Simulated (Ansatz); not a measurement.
The same path of F2HInS (5 atoms, charge 0, multiplicity 1) was run 3 times with different band settings. The coordinate that changes most is the dihedral F3–In2–S4–H5.

The calculation used RKS CAM-B3LYP/def2-SVP (Ansatz 0.2.0).

Relaxed end points:

```xyz
5
Properties=species:S:1:pos:R:3
F -0.730 -1.371 1.381
In 0.438 -0.390 0.179
F 2.264 -1.038 0.166
S -0.333 1.421 -1.127
H -1.588 1.305 -0.640
```

```xyz
5
Properties=species:S:1:pos:R:3
F -1.031 -1.558 1.635
In -0.031 -0.463 0.388
F 1.839 -0.963 0.234
S -0.956 1.322 -0.852
H 0.228 1.588 -1.447
```

Common settings: movable images 5; spring 5.0 eV/Å²; start path IDPP; iteration limit 60; end points relaxed.

| run | climbing image | optimiser | force threshold |
| --- | --- | --- | --- |
| 1 | yes | quadratic models (default) | 0.05 eV/Å |
| 2 | from the first iteration | fire | 0.05 eV/Å |
| 3 | yes | quadratic models (default) | 0.5 eV/Å |

Problem. What does each run give, and how far can it be trusted?

Solution. Run 1: converged after 5 iterations, highest image 0.150 eV above the first end. A vibrational analysis at the climbing image gives one clearly imaginary mode, 207i cm⁻¹: a first-order saddle point.
Run 2: converged after 27 iterations, highest image 0.150 eV above the first end. Another band between the same ends (5 images) ends at a top of the same energy, where a vibrational analysis finds 1 clearly imaginary mode.
Run 3: converged after 2 iterations, highest image 0.177 eV above the first end. The threshold of 0.5 eV/Å is loose, so the images may lie well off the minimum-energy path. The order of the stationary point at the top wasn't checked.
